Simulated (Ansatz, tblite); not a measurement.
Cost and result up the ladder for Al₂P₂ (the lowest singlet isomer of a short search) (4 atoms). Charge 0, multiplicity 1. Geometry: PBE-D4/def2-TZVP.

```
atom    x (Å)    y (Å)    z (Å)
 Al1  -1.5141  -1.0413  -1.3792
 Al2   1.5141   1.0418   1.3788
  P3  -0.6231  -0.1688   0.8116
  P4   0.6231   0.1684  -0.8113
```

Ansatz on 4 threads of Intel Xeon 6975P-C on a shared host; xTB runs through tblite on one thread. Times are rough, summed over both states, and most runs start from the orbitals of an earlier one. PBE0-D4/def2-TZVP serves as the yardstick here, not as an exact answer. The other state is a doublet.

The xTB rows come from tblite. Correlated methods freeze 20 core orbitals. In CCSD on the charge 1 doublet the largest single amplitude is 0.19, so its Hartree–Fock determinant may place the open shell otherwise than the density functionals do. The structure comes from a short search, and lower isomers may exist.

Run but left out: HF/def2-TZVPP (singlet: restricted singlet, unstable towards broken spin symmetry); MP2/def2-TZVPP (charge +1 doublet: ⟨S²⟩ 1.16, where a pure state has 0.75).

Correlated methods converge slowly with the basis.

Raw xTB energies of ions are shifted by several eV.

| level | functions | wall time | vertical IE (eV) | difference from PBE0-D4/def2-TZVP (eV) | remarks |
| --- | --- | --- | --- | --- | --- |
| GFN1-xTB | 36 | 0.01 s | 11.88 | 4.58 | – |
| GFN2-xTB | 36 | 0.015 s | 11.35 | 4.05 | – |
| PBE-D4/def2-TZVP | 148 | 1.7 s | 7.20 | -0.10 | – |
| PBE0-D4/def2-TZVP | 148 | 2.2 s | 7.29 | 0.00 | – |
| r2SCAN-D4/def2-TZVP (with forces) | 148 | 3.5 s | 7.18 | -0.11 | – |
| CCSD(T)/def2-TZVPP | 168 | 17 s | 7.44 | 0.14 | large T1 (0.063) (+1 doublet), restricted SCF unstable (singlet), spin-contaminated (⟨S²⟩ 1.16) (+1 doublet) |
